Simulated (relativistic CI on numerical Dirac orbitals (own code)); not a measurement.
Computed by Dirac-Coulomb-Breit CI, KLI orbitals optimised for each configuration, model QED, unscaled Slater integrals (own radial code, finite nucleus).

The strongest absorption lines from the ground level of an ion, among the configurations computed and to levels below about 715 eV (vacuum wavelength in Å, gf): 32.726 (0.1), 32.963 (0.068), 35.234 (0.068), 36.506 (0.34), 36.646 (1.3), 36.781 (0.24), 37.691 (1.5), 40.934 (0.54).

Question: Which ion is it?
A. Ce XXXV
B. Gd XLI
C. Gd XXXIX
D. Pm XXXVIII

Answer: B. Gd XLI has 24 electrons and the ground level 3s²3p⁶3d⁶ ⁵D4; the strongest line goes to 3s²3p⁵3d⁷ ⁵D°4. The pattern of lines fixes the number of electrons, and along that sequence the line energies rise steadily with the charge (about as its square where n changes within one kind of shell, about linearly where n is kept but much faster in heavy ions where fine structure, which grows about as Z⁴, sets the gap, and irregularly where shells cross), which fixes Z. Configurations outside the model, such as inner-shell arrays, can give stronger lines. At this charge energies of transitions that change n are usually good to better than 1 %, and those within a shell (Δn = 0) to a few per cent. Terms inside the open d or f shell come out 10 to 20 % too wide with unscaled integrals.

LS names give the leading component of a level, which can be under half, so a name can repeat, a term be missing and a line seem to break the LS rules.
